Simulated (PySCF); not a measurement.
How methods differ on the ionisation energy of V⁹⁺

V⁹⁺ [Ne] 3s2 3p2 (3P) → V¹⁰⁺ [Ne] 3s2 3p1 (2P), as a difference of total energies. Calculation: PySCF 2.14, in an uncontracted even-tempered set (19 s from 0.4 bohr⁻², ratio 2.5; 12 p from 0.52 bohr⁻², ratio 2.5; 5 d from 3.3 bohr⁻², ratio 2.7; 4 f from 4.9 bohr⁻², ratio 2.7); scalar relativity by spin-free X2C-1e. Correlated levels: outer shells: 1s2 frozen; virtual orbitals above 40 to 60 times the deepest correlated orbital energy dropped. The calculations carry no spin-orbit coupling.

```csv
method,ionisation energy (eV)
UHF,228.51
MP2 (outer shells),229.09
SCS-MP2 (outer shells),228.95
CCSD (outer shells),229.05
CCSD(T) (outer shells),229.06
```

Question: How much does correlation contribute at CCSD(T) (outer shells)?

Answer: 229.06 − (228.51) = 0.55 eV, measured against UHF.

A first-order spin-orbit estimate (lowest level to lowest level, LS coupling) adds -0.040 eV.

For comparison: 230.5 ± 0.5 eV (semi-empirical (NIST evaluation); NIST Atomic Spectra Database, ionization energies).
